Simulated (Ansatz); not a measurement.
`C[B](C)[AlH2]` + `CB[SiH2][SiH2]Cl` → `CB(C)Cl` + `CB[SiH2][SiH2][AlH2]`  (redistribution)

Gas-phase electronic energies from Ansatz, PBE0-D4/def2-TZVP geometries. CBS: MP2 limit from def2 TZ/QZ plus the TZ coupled-cluster correction, frozen cores. Functionals use def2-TZVPP. B3LYP here is the variant with VWN-RPA as its local correlation; programs differ in this. One conformer a species, not always the lowest.

CCSD(T)/CBS gives -16.3 kcal/mol.

Problem. Another level gave -18.0 kcal/mol. Which?
A. PBE0-D4/def2-TZVPP
B. HF/def2-TZVPP
C. ωB97M-V/def2-TZVPP
D. B3LYP/def2-TZVPP

Solution. A. PBE0-D4 -18.0, HF/def2-TZVPP -10.7, B3LYP -13.6, ωB97M-V -16.1 kcal/mol.

Largest T1 diagnostic among the species: 0.014.

The D4 term adds −1.7 kcal/mol with B3LYP and −0.8 kcal/mol with PBE0; it sums over pairs of atoms, weighted by their polarisabilities, and B3LYP, whose exchange is more repulsive, gets the larger term. In def2-TZVPP, CCSD(T) changes the Hartree–Fock value by −6.5 kcal/mol (the triples alone add −1.2 kcal/mol) and MP2 by −6.4 kcal/mol.
